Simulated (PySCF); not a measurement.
**Radial density of Al²⁺ (aluminium, charge +2)**

B2PLYP, [Ne] 3d1, 2D determinant (an excited configuration). Calculation: PySCF 2.14, in aug-cc-pV(T+d)Z (6s5p4d2f, 55 functions); no relativity, point nucleus.

```tsv
r (bohr)	4πr²ρ (e/bohr)	4πr²(ρα − ρβ)
0.00168	0.04752	0.0000
0.00283	0.1303	0.0000
0.00475	0.3509	0.0000
0.00800	0.9124	0.0000
0.0135	2.242	0.0000
0.0226	5.001	0.0000
0.0381	9.510	-0.0001
0.0640	13.90	-0.0002
0.108	13.50	-0.0004
0.181	8.986	-0.0010
0.305	10.24	-0.0021
0.512	12.28	0.0013
0.862	5.343	0.0301
1.45	0.6295	0.1255
2.44	0.3332	0.3280
4.10	0.2049	0.2048
6.90	0.01115	0.0111
11.6	9.250e-05	0.0001
```

The outer electron is Rydberg-like, and this basis confines it to a smaller radius and binds it less than a complete one would.

Task: Where is the radial spin density 4πr²(ρα − ρβ) most negative, and why is it negative at all?

Result: Around r = 0.305 bohr, down to -0.0021 e/bohr: exchange with the open shell polarises the paired shells in an unrestricted calculation.
